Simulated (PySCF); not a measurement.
## A thermochemical cycle for GeF

r²SCAN in PySCF with def2-TZVPPD on every atom, for the lowest determinant that a PBE0 search found; no spin–orbit coupling. GeF, a doublet (π ↑), has De = 5.40 eV to neutral atoms, and GeF⁺, a singlet (closed shell), has De = 5.89 eV to Ge⁺ + F.

At the same level the Ge atom ionises at 8.07 eV.

What is the adiabatic ionisation energy of the molecule, and does ionisation strengthen or weaken the bond?

IE = IE(Ge) + De(neutral) − De(ion) = 8.07 + 5.40 − 5.89 = 7.58 eV. De changes by +0.49 eV, so ionisation strengthens the bond.

For an ion De counts to the pair picked by the measured ionisation energies or electron affinities, which need not be the lowest pair at this level. States were picked by a PBE0 search and need not be the measured ground states.
